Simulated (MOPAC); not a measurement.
MOPAC input (AM1):

```
AM1 1SCF GEO-OK AUX(PRECISION=9) THREADS=1
C3H8Si

C    -2.15174800 1    0.12813000 1    0.68086100 1
C    -1.01383500 1   -0.55339500 1    0.60937100 1
C    -0.10382800 1   -0.60094000 1   -0.57563800 1
Si    1.45351100 1    0.43816600 1   -0.30413100 1
H    -2.74689300 1    0.14149500 1    1.58436100 1
H    -2.52779300 1    0.69577200 1   -0.16304800 1
H    -0.67801000 1   -1.10305300 1    1.48491800 1
H     0.21328300 1   -1.62836800 1   -0.77995700 1
H    -0.61057700 1   -0.23229800 1   -1.47131600 1
H     1.09012100 1    1.86874400 1   -0.18011900 1
H     2.13799000 1    0.00871100 1    0.93934900 1
H     2.38918200 1    0.27190800 1   -1.44392800 1
```

Output:

```
 *******************************************************************************
 **                                                                           **
 **                              MOPAC v23.2.5                                **
 **                                                                           **
 *******************************************************************************
 ** MOPAC's Digital Object Identifier: https://doi.org/10.5281/zenodo.6511958 **
 **                                                                           **
 ** Please cite the open-source release paper for use of this MOPAC version:  **
 ** J. E. Moussa and J. J. P. Stewart (2026)                                  **
 ** MOPAC: An open-source semiempirical molecular orbital program             **
 ** J. Open Source Softw., 11(119), 8025, https://doi.org/10.21105/joss.08025 **
 *******************************************************************************

                              AM1 CALCULATION RESULTS

 *******************************************************************************
 *  AM1        - The AM1 Hamiltonian to be used
 *  GEO-OK     - OVERRIDE INTERATOMIC DISTANCE AND OTHER SAFETY CHECKS
 *  1SCF       - DO 1 SCF AND THEN STOP
 *  AUX        - OUTPUT AUXILIARY INFORMATION
 *******************************************************************************
AM1 1SCF GEO-OK AUX(PRECISION=9) THREADS=1
 C3H8Si

   ATOM   CHEMICAL          X               Y               Z
  NUMBER   SYMBOL      (ANGSTROMS)     (ANGSTROMS)     (ANGSTROMS)

     1       C         -2.15174800  *   0.12813000  *   0.68086100  *
     2       C         -1.01383500  *  -0.55339500  *   0.60937100  *
     3       C         -0.10382800  *  -0.60094000  *  -0.57563800  *
     4      Si          1.45351100  *   0.43816600  *  -0.30413100  *
     5       H         -2.74689300  *   0.14149500  *   1.58436100  *
     6       H         -2.52779300  *   0.69577200  *  -0.16304800  *
     7       H         -0.67801000  *  -1.10305300  *   1.48491800  *
     8       H          0.21328300  *  -1.62836800  *  -0.77995700  *
     9       H         -0.61057700  *  -0.23229800  *  -1.47131600  *
    10       H          1.09012100  *   1.86874400  *  -0.18011900  *
    11       H          2.13799000  *   0.00871100  *   0.93934900  *
    12       H          2.38918200  *   0.27190800  *  -1.44392800  *

          CARTESIAN COORDINATES

    NO.       ATOM           X           Y           Z

     1         C         -2.1517      0.1281      0.6809
     2         C         -1.0138     -0.5534      0.6094
     3         C         -0.1038     -0.6009     -0.5756
     4        Si          1.4535      0.4382     -0.3041
     5         H         -2.7469      0.1415      1.5844
     6         H         -2.5278      0.6958     -0.1630
     7         H         -0.6780     -1.1031      1.4849
     8         H          0.2133     -1.6284     -0.7800
     9         H         -0.6106     -0.2323     -1.4713
    10         H          1.0901      1.8687     -0.1801
    11         H          2.1380      0.0087      0.9393
    12         H          2.3892      0.2719     -1.4439

  H: (AM1): M.J.S. DEWAR ET AL, J. AM. CHEM. SOC. 107 3902-3909 (1985)
  C: (AM1): M.J.S. DEWAR ET AL, J. AM. CHEM. SOC. 107 3902-3909 (1985)
 Si: (AM1): M.J.S.DEWAR, C. JIE, ORGANOMETALLICS, 6, 1486-1490 (1987).

           Empirical Formula: C3 H8 Si  =    12 atoms

      MOLECULAR POINT GROUP   :   C1

      RHF CALCULATION, NO. OF DOUBLY OCCUPIED LEVELS = 12

 -------------------------------------------------------------------------------
 AM1 1SCF GEO-OK AUX(PRECISION=9) THREADS=1
 C3H8Si

     1SCF WAS SPECIFIED, SO BFGS WAS NOT USED
     SCF FIELD WAS ACHIEVED

                              AM1 CALCULATION
                                                       MOPAC v23.2.5 Linux

          FINAL HEAT OF FORMATION =          8.49098 KCAL/MOL =      35.52626 KJ/MOL

          COSMO AREA              =        129.73 SQUARE ANGSTROMS
          COSMO VOLUME            =        120.85 CUBIC ANGSTROMS

          IONIZATION POTENTIAL    =          9.804686 EV
          HOMO LUMO ENERGIES (EV) =         -9.805  0.997
          NO. OF FILLED LEVELS    =         12
          MOLECULAR WEIGHT        =         72.1817         POINT GROUP:  C1

          MOLECULAR DIMENSIONS (Angstroms)

            Atom       Atom       Distance
            H    12    H     5     5.96379
            H     8    H    10     3.61672
            H    11    H     6     3.40262

          SCF CALCULATIONS        =          1

   ATOM   CHEMICAL          X               Y               Z
  NUMBER   SYMBOL      (ANGSTROMS)     (ANGSTROMS)     (ANGSTROMS)

     1       C         -2.15174800  *   0.12813000  *   0.68086100  *
     2       C         -1.01383500  *  -0.55339500  *   0.60937100  *
     3       C         -0.10382800  *  -0.60094000  *  -0.57563800  *
     4      Si          1.45351100  *   0.43816600  *  -0.30413100  *
     5       H         -2.74689300  *   0.14149500  *   1.58436100  *
     6       H         -2.52779300  *   0.69577200  *  -0.16304800  *
     7       H         -0.67801000  *  -1.10305300  *   1.48491800  *
     8       H          0.21328300  *  -1.62836800  *  -0.77995700  *
     9       H         -0.61057700  *  -0.23229800  *  -1.47131600  *
    10       H          1.09012100  *   1.86874400  *  -0.18011900  *
    11       H          2.13799000  *   0.00871100  *   0.93934900  *
    12       H          2.38918200  *   0.27190800  *  -1.44392800  *

                             CARTESIAN COORDINATES

   1    C       -2.151748000     0.128130000     0.680861000
   2    C       -1.013835000    -0.553395000     0.609371000
   3    C       -0.103828000    -0.600940000    -0.575638000
   4   Si        1.453511000     0.438166000    -0.304131000
   5    H       -2.746893000     0.141495000     1.584361000
   6    H       -2.527793000     0.695772000    -0.163048000
   7    H       -0.678010000    -1.103053000     1.484918000
   8    H        0.213283000    -1.628368000    -0.779957000
   9    H       -0.610577000    -0.232298000    -1.471316000
  10    H        1.090121000     1.868744000    -0.180119000
  11    H        2.137990000     0.008711000     0.939349000
  12    H        2.389182000     0.271908000    -1.443928000

           Empirical Formula: C3 H8 Si  =    12 atoms

      MOLECULAR POINT GROUP   :   C1

                  EIGENVALUES
 -35.12079 -27.86522 -20.67048 -16.23402 -15.58237 -14.67729 -13.54334 -12.51384
 -12.10867 -11.76604 -11.65463  -9.80469   0.99659   1.60065   1.63659   1.79703
   2.20984   3.94941   4.25114   4.52028   4.93393   5.10003   5.70625   5.85894

              NET ATOMIC CHARGES AND DIPOLE CONTRIBUTIONS

  ATOM NO.   TYPE          CHARGE      No. of ELECS.   s-Pop       p-Pop
    1          C          -0.225413        4.2254     1.23971     2.98570
    2          C          -0.147558        4.1476     1.22298     2.92458
    3          C          -0.399103        4.3991     1.24170     3.15741
    4         Si           0.744738        3.2553     0.85844     2.39682
    5          H           0.112800        0.8872     0.88720
    6          H           0.109462        0.8905     0.89054
    7          H           0.114852        0.8851     0.88515
    8          H           0.099085        0.9009     0.90092
    9          H           0.095714        0.9043     0.90429
   10          H          -0.166310        1.1663     1.16631
   11          H          -0.168334        1.1683     1.16833
   12          H          -0.169931        1.1699     1.16993
 DIPOLE           X         Y         Z       TOTAL
 POINT-CHG.     0.527     0.203    -0.046     0.566
 HYBRID        -0.431    -0.316    -0.083     0.540
 SUM            0.096    -0.112    -0.130     0.197

          ATOMIC ORBITAL ELECTRON POPULATIONS

     Atom    s        px        py        pz
    1  C   1.23971   0.96869   0.99981   1.01719
    2  C   1.22298   0.95440   0.99294   0.97723
    3  C   1.24170   1.08377   1.07745   0.99618
    4 Si   0.85844   0.76999   0.80541   0.82141
    5  H   0.88720
    6  H   0.89054
    7  H   0.88515
    8  H   0.90092
    9  H   0.90429
   10  H   1.16631
   11  H   1.16833
   12  H   1.16993

 **********************
 *                    *
 * JOB ENDED NORMALLY *
 *                    *
 **********************

 == MOPAC DONE ==
```

The geometry given is a B3LYP-D3(BJ)/def2-TZVP minimum.
